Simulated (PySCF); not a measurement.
**Cost against result**

Saddle point of GeH4S, closed shell (GeH₄S ([SH2][GeH2]) → GeH₂S ([SH][GeH]) + H₂; bonds formed: H2–H4; bonds broken: Ge1–H4, H2–S3), PBE0-D4/def2-TZVP structure:

| atom | x (Å) | y (Å) | z (Å) |
| --- | --- | --- | --- |
| Ge1 | -0.2802 | -0.7324 | -1.1250 |
| H2 | 0.3927 | 0.7892 | -0.2095 |
| S3 | 1.2714 | -0.2442 | 0.7604 |
| H4 | -0.2331 | 0.9934 | -1.0447 |
| H5 | -1.5082 | -0.6700 | -0.1178 |
| H6 | 0.3574 | -0.1360 | 1.7368 |

Barriers are electronic and count from the start structure reached by relaxing down the imaginary mode.

Computed with PySCF 2.14 with density fitting (its default auxiliary sets; JK sets also for MP2 and CCSD(T)) (basis: as named in each row); correlated methods freeze the cores. Filled d shells of the heavier atoms are correlated. The def2 sets are not built for correlating such inner shells, so the correlated values are less sure here. B3LYP uses VWN-RPA correlation. Extrapolation: Hartree–Fock as exp(−7.88 √X), correlation as X^−2.97.

Times are rough, for one single point on 4 threads of a shared host (Arm Neoverse N1).

The estimate by CCSD(T) at an estimated basis limit (MP2 extrapolated from triple and quadruple zeta, plus CCSD(T) − MP2 in triple zeta) is 14.38 kcal/mol.

| method | basis | time (s) | barrier (kcal/mol) | method less estimate |
| --- | --- | --- | --- | --- |
| HF | STO-3G | 1 | 49.45 | 35.08 |
| B3LYP-D4 | 6-31G | 3 | 13.13 | -1.25 |
| PBE0-D4 | def2-SVP | 4 | 11.89 | -2.49 |
| PBE-D4 | def2-SVP | 4 | 8.10 | -6.28 |
| MP2 | def2-QZVPP | 5 | 13.52 | -0.86 |
| SPW92 | def2-TZVPP | 5 | 6.37 | -8.01 |
| PBE0-D4 | def2-TZVPP | 7 | 12.10 | -2.28 |
| B3LYP-D4 | def2-TZVPP | 7 | 13.66 | -0.72 |
| PBE-D4 | def2-TZVPP | 8 | 8.71 | -5.67 |
| BLYP-D4 | def2-TZVPP | 8 | 11.09 | -3.29 |
| BHLYP-D4 | def2-TZVPP | 8 | 18.05 | 3.68 |
| CAM-B3LYP-D4 | def2-TZVPP | 8 | 15.86 | 1.48 |
| CCSD(T) | def2-SVP | 8 | 18.36 | 3.99 |
| r2SCAN-D4 | def2-TZVPP | 15 | 10.97 | -3.41 |
| CCSD(T) | def2-TZVPP | 120 | 15.95 | 1.57 |
| wB97M-V | def2-TZVPP | 130 | 15.48 | 1.10 |

All methods are single points on the PBE0-D4 structures.

T1 diagnostic: at most 0.015.

Labels in which every atom is bracketed show which atoms are joined, not bond orders.
